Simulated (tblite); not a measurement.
Compound: C8H14.
SMILES with atom numbers: `[CH2:1]=[C:2]=[C:3]([CH2:4][CH3:5])[CH2:6][CH2:7][CH3:8]` (hydrogens: H9, H10 on C1; H11, H12 on C4; H13, H14, H15 on C5; H16, H17 on C6; H18, H19 on C7; H20, H21, H22 on C8)

Geometry (GFN2-xTB, Å), atoms numbered from 1 in this order:
```
atom  x, y, z in Å
C1     1.0971    2.3428   -0.4157
C2     0.8210    1.0872   -0.2564
C3     0.5452   -0.1726   -0.1002
C4     1.6148   -1.2391   -0.0833
C5     3.0005   -0.7132   -0.4313
C6    -0.8672   -0.6764    0.0761
C7    -1.8929    0.4381    0.2568
C8    -3.2993   -0.1184    0.4401
H9     1.3042    2.9939    0.4199
H10    1.1344    2.7994   -1.3931
H11    1.3316   -2.0259   -0.7892
H12    1.6358   -1.6930    0.9130
H13    3.7310   -1.5190   -0.4024
H14    3.0015   -0.2787   -1.4280
H15    3.3026    0.0565    0.2747
H16   -1.1343   -1.2788   -0.7992
H17   -0.8942   -1.3411    0.9453
H18   -1.8679    1.0952   -0.6150
H19   -1.6176    1.0376    1.1272
H20   -3.5950   -0.7041   -0.4280
H21   -4.0156    0.6895    0.5686
H22   -3.3462   -0.7603    1.3177
```

Calculated harmonic vibrations of the isolated species, GFN2-xTB (tblite), most abundant isotopes, no scaling. This tight-binding method is rough: wavenumbers can miss measured ones by several per cent, in bad cases by 10 to 20. One conformer, not necessarily the lowest.

Harmonic wavenumbers (cm⁻¹): 42.2, 50.7, 91.1, 112.3, 146.4, 212.4, 230.8, 256.4, 294.8, 347.5, 391.1, 406.2, 586.4, 608.7, 778.1, 783.7, 814.3, 857.4, 892.7, 944.0, 975.1, 1018.2, 1061.1, 1084.7, 1091.5, 1114.7, 1132.0, 1155.9, 1227.9, 1247.7, 1275.5, 1280.6, 1317.9, 1339.2, 1364.9, 1412.7, 1415.8, 1458.4, 1472.9, 1485.3, 1497.1, 1500.1, 1505.9, 1506.0, 1507.4, 2094.6, 2922.0, 2929.2, 2947.7, 2956.3, 2974.8, 2989.4, 3026.8, 3029.8, 3030.6, 3038.6, 3039.2, 3044.6, 3060.8, 3062.0.

A = 3237, B = 1108, C = 852.7 MHz; mass 110.110 u (most abundant isotopes); point group C1, symmetry number 1.

Task: What is the zero-point energy?

Result: ½Σν̃ = 42721 cm⁻¹ = 122.14 kcal/mol.

Task: Give the ideal-gas entropy at 200 K and 1 bar in the rigid-rotor, harmonic-oscillator model (classical rotation).

Result: Translation 38.05, rotation 27.85, vibration 22.16: S = 88.1 cal/(mol K).

Task: And Cp and H(200 K) − H(0)?

Result: Cp = 29.59 cal/(mol K), of which vibrations give 21.64 (their classical limit is 60 R = 119.2); H(200 K) − H(0) = 3.92 kcal/mol without the zero-point energy, 2.33 from vibrations.

Task: How do the functions run with temperature in this model?

Result: 
| T (K) | S (cal/(mol K)) | Cp (cal/(mol K)) | H − H(0) (kcal/mol) | G − H(0) (kcal/mol) | ln q(vib) |
| --- | --- | --- | --- | --- | --- |
| 50 | 59.1 | 14.4 | 0.54 | -2.42 | 0.75 |
| 100 | 71.0 | 20.4 | 1.41 | -5.69 | 2.25 |
| 298.15 | 101.6 | 39.2 | 7.28 | -23.01 | 8.08 |
| 373.15 | 111.3 | 47.1 | 10.52 | -31.00 | 10.14 |
| 500 | 126.8 | 59.7 | 17.31 | -46.11 | 13.58 |
| 750 | 154.8 | 78.5 | 34.73 | -81.39 | 20.16 |
| 1000 | 179.3 | 91.3 | 56.05 | -123.23 | 26.41 |

q(vib) and H(0) count from the zero-point level.

Task: Blend soft modes into free rotors: weight 1/[1 + (100 cm⁻¹/ν̃)⁴] for the oscillator and the rest for a rotor with moment μB/(μ + B), μ = h/(8π²ν), B = 10⁻⁴⁴ kg m². What vibrational entropy results?

Result: 20.18 cal/(mol K) in place of 22.16, which changes −T·S at 200 K by +0.40 kcal/mol.

Task: Which modes carry the vibrational entropy at 200 K?

Result: 42.2 cm⁻¹: 4.36; 50.7 cm⁻¹: 4.00; 91.1 cm⁻¹: 2.86; 112.3 cm⁻¹: 2.46; 146.4 cm⁻¹: 1.97; 212.4 cm⁻¹: 1.33 cal/(mol K); the other 54 give 5.17 together.

Task: What must be added to the electronic energy to get the Gibbs energy at 200 K and 1 bar?

Result: ZPE + [H(200 K) − H(0)] − T·S = 122.14 + 3.92 − 17.61 = 108.45 kcal/mol.

Hindered rotation and anharmonicity are outside this model. Other conformers, if any are populated, would add a mixing term that is left out.
